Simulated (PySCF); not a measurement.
C3H11GeNO2 (SMILES C[N](C)[Ge]([CH3])([OH])[OH]), singlet, geometry from GFN2-xTB; CASSCF(4,4)/STO-3G (PySCF).

The PySCF input:
```python
from pyscf import gto, scf, mcscf
import numpy

mol = gto.Mole()
mol.atom = '''
    C    -2.09178810   -0.30607366    1.14272974
    N    -1.35836128   -0.12764019   -0.09422035
    C    -1.88076540   -0.98339497   -1.14019592
    Ge    0.48537017    0.14040994    0.00271849
    C     1.75898473   -1.19288882    0.72290096
    O     1.02276730    0.48309750   -1.62953841
    O     0.67207895    1.60692974    0.95278591
    H    -1.64397905    0.30386198    1.92483230
    H    -3.12744623    0.01384170    0.99640348
    H    -2.10311849   -1.35091646    1.47783555
    H    -1.27183256   -0.87067164   -2.03377034
    H    -1.88969173   -2.04159271   -0.85139535
    H    -2.90702573   -0.68431113   -1.37082834
    H     2.66744309   -0.67346758    1.00617013
    H     1.35130654   -1.69512536    1.59439700
    H     1.99092648   -1.92719088   -0.04121566
    H     0.70568441    1.29475984   -2.02055803
    H    -0.07294052    2.20510203    0.95209098
'''
mol.basis = 'sto-3g'
mol.verbose = 4
mol.build()

mf = scf.RHF(mol)
mf.kernel()
mc = mcscf.CASSCF(mf, 4, 4)
mc.fix_spin_(ss=0.0)
mc.kernel()
occ = numpy.linalg.eigvalsh(mc.fcisolver.make_rdm1(mc.ci, mc.ncas, mc.nelecas))[::-1]
ss = mc.fcisolver.spin_square(mc.ci, mc.ncas, mc.nelecas)[0]
print('natural occupations', occ.round(4), ' <S^2>', round(ss, 4))
```

The log (banner, timings and long lists left out):

```
PySCF version 2.14.0

[INPUT] verbose = 4
[INPUT] num. atoms = 18
[INPUT] num. electrons = 84
[INPUT] charge = 0
[INPUT] spin (= nelec alpha-beta = 2S) = 0
[INPUT] symmetry False subgroup None
[INPUT] Mole.unit = angstrom
[INPUT] Symbol           X                Y                Z      unit          X                Y                Z       unit  Magmom
[...]
nuclear repulsion = 640.126522026041
number of shells = 37
number of NR pGTOs = 177
number of NR cGTOs = 59
basis = sto-3g
ecp = {}

******** <class 'pyscf.scf.hf.RHF'> ********
method = RHF
initial guess = minao
damping factor = 0
level_shift factor = 0
DIIS = <class 'pyscf.scf.diis.CDIIS'>
diis_start_cycle = 1
diis_space = 8
diis_damp = 0
SCF conv_tol = 1e-09
SCF conv_tol_grad = None
SCF max_cycles = 50
direct_scf = True
direct_scf_tol = 1e-13
Set gradient conv threshold to 3.16228e-05
Initial guess from minao.
init E= -2369.99974921287
[...]
cycle= 1 E= -2371.66486760032  delta_E= -1.67  |g|= 0.696  |ddm|= 4.97
[...]
cycle= 2 E= -2371.85335963265  delta_E= -0.188  |g|= 0.133  |ddm|=  1.2
[...]
cycle= 3 E= -2371.8601552884  delta_E= -0.0068  |g|= 0.0318  |ddm|= 0.23
[...]
cycle= 4 E= -2371.8607010909  delta_E= -0.000546  |g|= 0.00777  |ddm|= 0.0674
[...]
cycle= 5 E= -2371.86074307976  delta_E= -4.2e-05  |g|= 0.00208  |ddm|= 0.0224
[...]
cycle= 6 E= -2371.86074609077  delta_E= -3.01e-06  |g|= 0.000613  |ddm|= 0.00561
[...]
cycle= 7 E= -2371.86074646092  delta_E= -3.7e-07  |g|= 0.000132  |ddm|= 0.00255
[...]
cycle= 8 E= -2371.86074647366  delta_E= -1.27e-08  |g|= 4.19e-05  |ddm|= 0.000405
[...]
cycle= 9 E= -2371.86074647532  delta_E= -1.67e-09  |g|= 8.89e-06  |ddm|= 0.000167
[...]
cycle= 10 E= -2371.86074647539  delta_E= -6.64e-11  |g|= 1.92e-06  |ddm|= 3.38e-05
[...]
Extra cycle  E= -2371.8607464754  delta_E= -1.05e-11  |g|= 7.72e-07  |ddm|= 4.26e-06
converged SCF energy = -2371.8607464754

******** <class 'pyscf.mcscf.mc1step.CASSCF'> ********
CAS (2e+2e, 4o), ncore = 40, nvir = 15
max_cycle_macro = 50
max_cycle_micro = 4
conv_tol = 1e-07
conv_tol_grad = None
orbital rotation max_stepsize = 0.02
orbital rotation threshold for CI restart = 0.01
augmented hessian ah_max_cycle = 30
augmented hessian ah_conv_tol = 1e-12
augmented hessian ah_linear dependence = 1e-14
augmented hessian ah_level shift = 1e-08
augmented hessian ah_start_tol = 2.5
augmented hessian ah_start_cycle = 3
augmented hessian ah_grad_trust_region = 3
kf_trust_region = 3
kf_interval = 4
ci_response_space = 4
[...]
CASCI E = -2371.86187198843  S^2 = 0.0000000
[...]
macro iter  11 ( 17 JK    4 micro), CASSCF E = -2371.88441073078  dE = -8.30664459e-04  S^2 = 0.0000000
               |grad[o]|=0.0067  |grad[c]|=0.0052  |ddm|=0.00214  |maxRot[o]|=0.0359
macro iter  12 ( 11 JK    3 micro), CASSCF E = -2371.88475156935  dE = -3.40838561e-04  S^2 = 0.0000000
               |grad[o]|=0.00547  |grad[c]|=0.00178  |ddm|=0.00102  |maxRot[o]|=0.0198
macro iter  13 ( 21 JK    4 micro), CASSCF E = -2371.88482059695  dE = -6.90276052e-05  S^2 = 0.0000000
               |grad[o]|=0.00484  |grad[c]|=0.0206  |ddm|=0.00838  |maxRot[o]|=0.00605
macro iter  14 ( 21 JK    4 micro), CASSCF E = -2371.88479375341  dE =  2.68435429e-05  S^2 = 0.0000000
               |grad[o]|=0.00487  |grad[c]|=0.0261  |ddm|=0.011  |maxRot[o]|=0.00845
macro iter  15 ( 21 JK    4 micro), CASSCF E = -2371.88560868106  dE = -8.14927656e-04  S^2 = 0.0000000
               |grad[o]|=0.00518  |grad[c]|=0.00319  |ddm|=0.00119  |maxRot[o]|=0.0431
macro iter  16 ( 21 JK    4 micro), CASSCF E = -2371.88564167994  dE = -3.29988720e-05  S^2 = 0.0000000
               |grad[o]|=0.0035  |grad[c]|=0.0103  |ddm|=0.00388  |maxRot[o]|=0.00604
macro iter  17 ( 21 JK    4 micro), CASSCF E = -2371.88567813755  dE = -3.64576122e-05  S^2 = 0.0000000
               |grad[o]|=0.00331  |grad[c]|=0.0187  |ddm|=0.00801  |maxRot[o]|=0.00675
macro iter  18 (  7 JK    2 micro), CASSCF E = -2371.88625233551  dE = -5.74197962e-04  S^2 = 0.0000000
               |grad[o]|=0.00339  |grad[c]|=0.0175  |ddm|=0.00773  |maxRot[o]|=0.0589
macro iter  19 ( 10 JK    4 micro), CASSCF E = -2371.88627312042  dE = -2.07849112e-05  S^2 = 0.0000000
               |grad[o]|=0.00108  |grad[c]|=0.00194  |ddm|=0.00114  |maxRot[o]|=0.00618
macro iter  20 (  3 JK    1 micro), CASSCF E = -2371.88630403996  dE = -3.09195361e-05  S^2 = 0.0000000
               |grad[o]|=0.000804  |grad[c]|=0.00188  |ddm|=0.000852  |maxRot[o]|=0.0192
macro iter  21 (  3 JK    1 micro), CASSCF E = -2371.88630411354  dE = -7.35872163e-08  S^2 = 0.0000000
               |grad[o]|=0.000107  |grad[c]|=9.45e-05  |ddm|=7.65e-05  |maxRot[o]|=0.00096
1-step CASSCF converged in  21 macro (366 JK  75 micro) steps
CASSCF canonicalization
Density matrix diagonal elements [1.97908814 1.98038845 0.0216283  0.01889511]
CASSCF energy = -2371.88630411354
CASCI E = -2371.88630411354  E(CI) = -4.30646916559772  S^2 = 0.0000000
natural occupations [1.9835 1.977  0.0243 0.0153]  <S^2> 0.0
```
